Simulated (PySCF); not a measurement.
H₃HfO₃, SMILES [OH][Hf]([OH])[OH] (connectivity only; charge and spin as stated), neutral, multiplicity 2.

The structure is a stationary point at PBE0-D3(BJ)/def2-SVP. The multiplicity is an assumed one; other spin states were not compared. The isomer is the one that the SMILES or the coordinates give; other isomers of the formula were not compared. The def2 effective core potentials stand for the cores of Hf; spin–orbit coupling is left out. One conformer was computed; it need not be the lowest.

These are ωB97X/def2-TZVPD (PySCF) values and carry that method's errors.

Estimate the frontier levels, dipole moment and polarisability. (The exact figures need the calculation; the answer reports its results.)


```json
{
 "α spin, highest occupied and lowest empty level": "-6.44 and 1.40 eV",
 "β spin, highest occupied and lowest empty level": "-11.34 and -0.79 eV",
 "dipole_moment": "0.00 D",
 "quadrupole, principal values (traceless, Buckingham form, about the centre of nuclear charge)": "-7.42, 3.71, 3.71 D·Å",
 "mean_static_polarisability": "67.2 bohr³ (9.96 Å³)",
 "polarisability_principal_values": "59.4, 59.4, 82.8 bohr³",
 "⟨S²⟩": "0.750 (pure state 0.75)"
}
```
